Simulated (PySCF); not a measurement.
A structure optimised at PBE-D3(BJ)/def2-SVP, used in a PySCF frequency run:

```xyz
8

B     -1.0557    -0.4991     0.0000
H     -2.2395    -0.2350     0.0000
Br     0.1247     1.0218     0.0000
C     -0.5151    -1.9485     0.0000
C      0.7969    -2.2875     0.0000
H     -1.2565    -2.7690     0.0000
H      1.1377    -3.3368     0.0000
H      1.5810    -1.5098     0.0000
```

**Question.** Write its SMILES, formula and point group.

**Answer.** C=CBBr, C2H4BBr, Cs

**Question.** What are its rotational constants (standard atomic weights)?

**Answer.** 14.653, 2.3685, 2.0389 GHz
